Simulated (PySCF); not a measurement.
Species: C5H8OSi2.
Numbering: `[CH:1]#[C:2][SiH2:3][C:4]#[C:5][SiH2:6][O:7][CH3:8]` (hydrogens: H9 on C1; H10, H11 on Si3; H12, H13 on Si6; H14, H15, H16 on C8)

The closed-shell SCF was solved with PySCF and density fitting under several settings on one GFN2-xTB geometry (grid level 2 and gas phase unless stated).

| settings | basis functions | SCF cycles | E (Eh) | HOMO (eV) | LUMO (eV) | dipole (D) |
| --- | --- | --- | --- | --- | --- | --- |
| PBE0/pcSseg-1 | 190 | 15 | -848.8457 | -8.14 | -0.95 | 1.52 |
| HCTH407/cc-pVDZ | 160 | 17 | -849.4719 | -6.74 | -1.68 | 1.25 |

Q: Estimate the rows for these settings: (1) B97-D/def2-SVP; (2) B3LYP/6-31G*.

A: 
| settings | basis functions | SCF cycles | E (Eh) | HOMO (eV) | LUMO (eV) | dipole (D) |
| --- | --- | --- | --- | --- | --- | --- |
| B97-D/def2-SVP | 160 | 16 | -848.8625 | -6.64 | -1.56 | 1.42 |
| B3LYP/6-31G* | 136 | 15 | -849.4630 | -7.60 | -0.80 | 1.51 |

Q: Over all rows, what range does the HOMO–LUMO gap span?

A: From 5.06 eV (HCTH407/cc-pVDZ) to 7.19 eV (PBE0/pcSseg-1). The functional of the narrowest has no exact exchange, that of the widest 25 % exact exchange.

Q: And the dipole moment?

A: From 1.25 D (HCTH407/cc-pVDZ) to 1.52 D (PBE0/pcSseg-1); the largest is 1.22 times the smallest, and the median is 1.46 D.

Whole jobs, the steps after the SCF included, on an Arm Neoverse V2 with one thread, no GPU (shared host):

| settings | work after the SCF | wall time | peak memory |
| --- | --- | --- | --- |
| PBE0/pcSseg-1 | shieldings, charges and field gradients | 26 s | 0.89 GiB |
| HCTH407/cc-pVDZ | spin–spin couplings from 15 perturbed nuclei, spin–dipole term for 2 of them | 37 s | 0.63 GiB |
| B97-D/def2-SVP | 1 singlet by full TDDFT, 5 Tamm–Dancoff triplets, polarisability | 24 s | 0.52 GiB |
| B3LYP/6-31G* | spin–spin couplings from 15 perturbed nuclei, spin–dipole term for 2 of them | 31 s | 0.79 GiB |

B97-D ran without the empirical dispersion term, which would shift the total energy alone. Cycle counts include a coarse-grid stage where the run had one. All basis functions are spherical, in the Pople sets too.

The values belong to the conformer `[CH:1]#[C:2][SiH2:3][C:4]#[C:5][SiH2:6][O:7][CH3:8]`: C5–Si6–O7–C8 58°.
